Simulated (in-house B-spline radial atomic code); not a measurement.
How numerical settings move a run on the zinc ion Zn²⁺, [Ar] 3d10. Computed with an all-electron radial atomic-structure program (B-spline basis): non-relativistic BLYP, spin-polarised, spherical fractional occupations, point nucleus.

Command:
```bash
python run_scf.py task.json out
```
Settings of the sound reference run:
```
Z                30
electrons        28
configuration    [Ar] 3d10
hamiltonian      nr
method           b88,lyp
spin_polarised   True
knot_spacing     0.22
spline_order     8
gauss_points     12
box_radius       22.22
max_iterations   70
damping          0.5
damped_steps     3
diis_vectors     10
tolerance        1e-08
start            Thomas-Fermi
```

Run time, properties included: 0.32 s on 1 thread of Arm Neoverse N1, on a shared host.

It converges in 10 iterations to -1778.519807 hartree, with 3d up at -31.11 eV. The other runs change the listed settings, some to values that make no sense; their results aren't properties of the atom or ion. Radii are in bohr (the nuclear one in fm), a minus after a letter asks for a j subshell, and «unchanged» means within 1e-8 hartree. The run stops when the residual is below 10 × tolerance × max(1, Z/10), or a noise floor if that is larger, and the energy moves by less than 1e-8 × √|E| hartree; so very loose and very tight tolerances often act alike.

| changed settings | outcome |
| --- | --- |
| max_iterations = 5 | not converged after 5 iterations, last residual 1.4e-01, last energy +6.67e-01 hartree from the reference |
| box_radius = 4.44 | converged in 10 iterations, energy +2.89e-03 hartree from the reference, 3d up level +1.4e-01 eV (the program warns: 3d up reaches the box edge; 3d down reaches the box edge) |
| max_iterations = 3 | not converged after 3 iterations, last residual 1.3e-01, last energy +4.31e-01 hartree from the reference |
| electrons = 36, configuration = [Ar] 3d10 5s2 5p6, max_iterations = 75 | converged in 23 iterations to -1778.0595 hartree, a different physical problem (warning: 5s up has a positive eigenvalue: unbound, held by the box) |
| electrons = 29, configuration = [Ar] 3d10 4p-1, max_iterations = 60 | stopped with error: j subshells need the Dirac Hamiltonian and l > 0 |
| box_radius = 1.33 | converged in 8 iterations, energy +1.42e+01 hartree from the reference, 3d up level +8.2e+01 eV (the program warns: 3d up has a positive eigenvalue: unbound, held by the box; 3d down has a positive eigenvalue: unbound, held by the box) |
| tolerance = 1e-13 | converged in 11 iterations, energy unchanged, 3d up level -7.6e-06 eV |
| gauss_points = 6, max_iterations = 12, tolerance = 1e-06 | converged in 9 iterations, energy unchanged, 3d up level +7.5e-05 eV |
| max_iterations = 75, damping = 0.2, start = bare nucleus | converged in 12 iterations, energy unchanged |
| max_iterations = 8 | not converged after 8 iterations, last residual 9.4e-05, last energy +3.45e-07 hartree from the reference |
| hamiltonian = dirac, method = hf, nucleus = fermi, rms_radius = 3.9283, mass_number = 64, atomic_mass = 63.92914, speed_of_light = 137.036 | stopped with error: spin polarisation is not served with the Dirac Hamiltonian |
| box_radius = 0.89 | converged in 7 iterations, energy +8.77e+01 hartree from the reference, 3d up level +2.9e+02 eV (the program warns: 3d up has a positive eigenvalue: unbound, held by the box; 3s up has a positive eigenvalue: unbound, held by the box) |
| box_radius = 2.22 | converged in 8 iterations, energy +8.12e-01 hartree from the reference, 3d up level +1.1e+01 eV (the program warns: 3d up reaches the box edge; 3s up reaches the box edge) |
| max_iterations = 12 | converged in 10 iterations, energy unchanged |

Problem. What happens with box_radius = 11.11?

Solution. Converged in 10 iterations, energy -1.02e-08 hartree from the reference, 3d up level +4.5e-07 eV.

Problem. What happens with box_radius = 6.67?

Solution. Converged in 10 iterations, energy +8.54e-06 hartree from the reference, 3d up level +8.1e-04 eV (the program warns: 3d up reaches the box edge; 3d down reaches the box edge).

Problem. What happens with box_radius = 3.33?

Solution. Converged in 10 iterations, energy +4.66e-02 hartree from the reference, 3d up level +1.4e+00 eV (the program warns: 3d up reaches the box edge; 3s up reaches the box edge).

Problem. What happens with knot_spacing = 0.15, max_iterations = 60, diis_vectors = 2?

Solution. Converged in 14 iterations, energy -4.00e-07 hartree from the reference, 3d up level -3.6e-05 eV.
